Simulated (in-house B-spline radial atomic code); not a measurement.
Values are calculated unless marked as measured or tabulated.
# Building a PAW d channel for Sb, r_c = 0.871 bohr

Sb, [Kr] 4d10 5s2 5p3, non-relativistic LDA (VWN5), spherical and spin-unpolarised, from an all-electron radial atomic-structure program (B-spline basis) (atomic units; all potentials screened as in the neutral atom).

Two all-electron partial waves φ1, φ2 are integrated outwards at E1 = ε(4d) = -1.297335 and E2 = E1 + 1 hartree; φ1 is the bound orbital and φ2 has unit norm inside r_c = 0.8708 bohr. Smooth partners are polynomials, r^3(a0 + a1 r² + a2 r⁴ + a3 r⁶), matched to φ and three derivatives at r_c, with no condition on the norm. The local potential is -49.5701 + (143.929) r² + (-182.698) r⁴ + (87.6859) r⁶ inside 0.7129 bohr and the all-electron one outside.

| wave | φ(r_c) | φ'(r_c) | a0 | a1 | a2 | a3 |
| --- | --- | --- | --- | --- | --- | --- |
| 1 | 1.075244 | -0.1570865 | 8.442324 | -16.96184 | 13.61445 | -4.083124 |
| 2 | 1.565251 | -1.393082 | 14.70116 | -31.02817 | 25.28459 | -7.662873 |

Inside r_c the overlaps are <φi φj> = [[0.39275, 0.62601], [0.62601, 1.00000]] and, for the smooth waves, [[0.36836, 0.58585], [0.58585, 0.93359]]. With χj = (Ej − T − V_local) applied to smooth wave j, the program's quadrature gives the matrix B_ij = <smooth i, χj> as [[1.01214, 1.66103], [1.70120, 2.79703]].

(1) Check the match of the first wave, and find the augmentation charges q_ij.

(2) B isn't symmetric. Show that D_ij = B_ij + Ej q_ij is.

Solving (T + V_local + Σ p D p) ψ = E (1 + Σ p q p) ψ in a sphere of 9 bohr gives these levels:

| all-electron | one projector | two projectors |
| --- | --- | --- |
| -1.297330 | -1.297330 | -1.297330 |
| 0.071490 | 0.071349 | 0.071490 |
| 0.300220 | 0.299757 | 0.300219 |
| 0.688731 | 0.687571 | 0.688729 |
| 1.226680 | 1.224100 | 1.226660 |

(3) What does the second projector gain?

## Answers

(1) At r_c the four terms are 5.57465, -8.49308, 5.16927, -1.17560, which sum to 1.0752, φ1(r_c) to rounding. q_ij is the all-electron overlap less the smooth one: [[0.02438, 0.04017], [0.04017, 0.06641]]. The smooth first wave has a norm of 0.3684 inside r_c against 0.3927, and q11 > 0 puts back the missing charge.

(2) Integrating by parts gives B12 − B21 = (E1 − E2) q12: 1.66103 − (1.70120) = -0.04017, and −1 × (0.04017) = -0.04017. So D12 = 1.66103 + (-0.297335)(0.04017) = 1.64909 and D21 = 1.70120 + (-1.297335)(0.04017) = 1.64909; D11 = 0.98051, D22 = 2.77728. The projectors, p = (B⁻¹)ᵀ χ, are dual to the smooth waves; det B = 0.0052, small beside B11 B22, as the two smooth waves look alike inside r_c.

(3) With one projector the errors are 0.00, -0.14, -0.46, -1.16, -2.58 millihartree. With two the errors are 0.00, 0.00, 0.00, 0.00, -0.02 millihartree. The scattering is exact at E1 and at E2 = -0.297, and over all levels compared the largest error is 0.02 millihartree. The lowest eigenvalue of the overlap operator is 1 with one and 1 with two projectors. The smooth orbital alone needs a cutoff of 63.6 hartree for 1 millihartree of kinetic energy, against 72 for a norm-conserving Troullier-Martins orbital of the same radius.
